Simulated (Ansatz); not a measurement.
`c1cc2sc(-c3cc4sc(-c5cc6sc(-c7cc8sc(-c9cc%10sccc%10s9)cc8s7)cc6s5)cc4s3)cc2s1`. Charge 0, multiplicity 1. Geometry r2SCAN-D4/def2-SVP.

Cartesian coordinates in Å:
```
C 4.5598 12.6637 -5.1181
C 5.2742 11.4882 -5.0624
C 4.4969 10.4516 -4.4822
S 4.7568 8.7775 -4.1151
C 3.1209 8.6168 -3.4771
C 2.6612 7.3533 -2.9598
C 1.5900 7.1237 -2.1023
C 1.4309 5.7495 -1.8260
S 0.3375 4.8107 -0.8585
C 1.1590 3.3133 -1.3045
C 0.6926 2.0587 -0.7859
C -0.3692 1.8192 0.0816
C -0.5166 0.4447 0.3584
S -1.6045 -0.5030 1.3206
C -0.7811 -1.9943 0.8656
C -1.2308 -3.2640 1.3681
C -0.8184 -4.5309 0.9622
C -1.4731 -5.5477 1.6857
S -1.4305 -7.2827 1.6748
C -2.6413 -7.3644 2.9549
C -3.0776 -8.6444 3.4448
C -2.6683 -9.9088 3.0413
C -3.3297 -10.9278 3.7654
S -3.2896 -12.6624 3.7662
C -4.4818 -12.7260 5.0299
C -4.9042 -11.4833 5.4451
C -4.2435 -10.4570 4.7206
S -4.2872 -8.7235 4.7258
C -3.0521 -6.0993 3.3604
C -2.3906 -5.0810 2.6430
S -2.4315 -3.3478 2.6561
C 0.2833 -1.7539 -0.0002
C 0.4231 -0.3811 -0.2841
S 1.5088 0.5647 -1.2522
C 2.2294 3.5465 -2.1630
C 2.3763 4.9185 -2.4528
S 3.4664 5.8548 -3.4229
C 2.4200 9.8147 -3.5389
C 3.2046 10.8480 -4.1020
S 2.9507 12.5248 -4.4721
H 4.8936 13.6248 -5.5099
H 6.2991 11.3867 -5.4227
H 0.9811 7.9270 -1.6848
H -0.9985 2.6147 0.4854
H -0.0909 -4.6939 0.1664
H -1.9250 -10.0728 2.2590
H -4.8103 -13.6967 5.4020
H -5.6480 -11.3298 6.2281
H -3.7974 -5.9379 4.1414
H 0.9278 -2.5445 -0.3861
H 2.8653 2.7488 -2.5524
H 1.3822 9.9140 -3.2168
```

B3LYP takes the VWN-RPA correlation. Single mean-field runs in 6-31G, def2-SVP, def2-mTZVP are fitted with def2-universal-jkfit.

Task: Estimate the orbital energies around the gap (eV) in Ansatz with HF/6-31G, HF/def2-SVP, r2SCAN-D4/def2-SVP, r2SCAN-D4/def2-mTZVP, B3LYP-D4/6-31G.

Result: 
| orbital | HF/6-31G | HF/def2-SVP | r2SCAN-D4/def2-SVP | r2SCAN-D4/def2-mTZVP | B3LYP-D4/6-31G |
| --- | --- | --- | --- | --- | --- |
| HOMO−13 | -11.22 | -11.12 | -7.61 | -7.58 | -8.19 |
| HOMO−12 | -11.11 | -11.01 | -7.54 | -7.50 | -8.11 |
| HOMO−11 | -11.01 | -10.91 | -7.51 | -7.47 | -8.06 |
| HOMO−10 | -10.74 | -10.68 | -7.38 | -7.34 | -7.89 |
| HOMO−9 | -10.07 | -9.99 | -7.02 | -6.97 | -7.46 |
| HOMO−8 | -9.34 | -9.22 | -6.45 | -6.40 | -6.86 |
| HOMO−7 | -9.25 | -9.16 | -6.21 | -6.20 | -6.72 |
| HOMO−6 | -9.19 | -9.07 | -6.11 | -6.10 | -6.63 |
| HOMO−5 | -9.10 | -8.97 | -6.03 | -6.02 | -6.55 |
| HOMO−4 | -9.03 | -8.90 | -5.99 | -5.97 | -6.51 |
| HOMO−3 | -8.96 | -8.84 | -5.94 | -5.92 | -6.45 |
| HOMO−2 | -8.19 | -8.16 | -5.71 | -5.67 | -6.08 |
| HOMO−1 | -7.27 | -7.24 | -5.14 | -5.09 | -5.43 |
| HOMO | -6.50 | -6.47 | -4.62 | -4.57 | -4.86 |
| LUMO | 0.33 | 0.34 | -2.98 | -2.97 | -2.39 |
| LUMO+1 | 1.10 | 1.10 | -2.47 | -2.46 | -1.82 |
| LUMO+2 | 1.96 | 1.95 | -1.93 | -1.93 | -1.21 |
| LUMO+3 | 2.79 | 2.75 | -1.42 | -1.45 | -0.64 |
| LUMO+4 | 3.66 | 3.59 | -1.00 | -1.17 | -0.04 |
| LUMO+5 | 3.92 | 3.92 | -0.93 | -1.09 | 0.05 |
